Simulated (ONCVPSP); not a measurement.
hafnium: one change to an ONCV potential, before and after

* Element: Hf
* Generator: ONCVPSP 4.0.1
* Type: optimised norm-conserving Vanderbilt (ONCV)
* Functional: PBEsol
* Relativity: scalar-relativistic
* Frozen core: [Xe] 4f14
* Valence charge: 4
* Reference configuration: 5d2 6s2
* Partial waves: 6s: rc 2.85 bohr, ncon 4, nbas 8, qcut 2.1 1/bohr, 2 projectors, debl 1.3 Ha; p scattering state at 0.15 Ha: rc 2.70 bohr, ncon 3, nbas 8, qcut 3.6 1/bohr, 2 projectors, debl 3.8 Ha; 5d: rc 2.50 bohr, ncon 3, nbas 7, qcut 7.2 1/bohr, 3 projectors, debl 3 Ha
* Local potential: polynomial inside 1.85 bohr (lpopt 2, dvloc0 1 Ha)
* Core correction: none

In the p channel the program set the typed energies aside and used 0.050, 3.850 Ha.

Change: s: nbas 7.

Cutoffs: the cutoffs (Ha) at which the residual kinetic energy of the hardest occupied pseudo-wave falls to 1 and 0.1 mHa per electron; they do not see the model core or the augmentation charge, which bear on the density cutoff. Errors are all-electron minus pseudo energies relative to the spin-unpolarised reference configuration.

Question: Predict the effect on cutoff, ghosts and configuration errors.

Answer: The potential gets softer (12 Ha and 17 Ha → 12 Ha and 15 Ha); of the 3 tests that both files solve, the error grows in 1 and shrinks in 1 by more than 15 % and 0.3 meV (median size 8.1 → 9.5 meV); neither file shows a bound ghost.

```tsv
quantity	base	changed
cutoff, loose	12 Ha	12 Ha
cutoff, tight	17 Ha	15 Ha
loose cutoff by channel	s 3.3 Ha, d 12 Ha	s 3.8 Ha, d 12 Ha
bound ghosts	none	none
GHOST(+) flags under 300 eV	s at 46.4 eV, p at 116.4 eV	s at 46.6 eV, p at 116.4 eV
tests with a reliable result	3 of 4	3 of 4
error for 5d2 6s1, meV [ΔE 8.01 eV]	-9.9	-9.5
error for 5d2 6s0, meV [ΔE 22.17 eV]	+8.1	+11
error for 5d2.5 6s1.5, meV [ΔE 1.25 eV]	+0.8	+0.5
s: phases at 2.89 bohr within 0.05 rad from the reference energy up to (Ha; the scan ends near 5)	1.6	1.6
p: phases at 2.74 bohr within 0.05 rad from the reference energy up to (Ha; the scan ends near 5)	2.8	2.8
d: phases at 2.53 bohr within 0.05 rad from the reference energy up to (Ha; the scan ends near 5)	to the end of the scan	to the end of the scan
```

Base: The cutoffs count occupied waves only; projector 2 of the p channel, the hardest unoccupied one, needs 31 Ha at the loose tolerance. Changed file: The cutoffs count occupied waves only; projector 2 of the p channel, the hardest unoccupied one, needs 31 Ha at the loose tolerance.
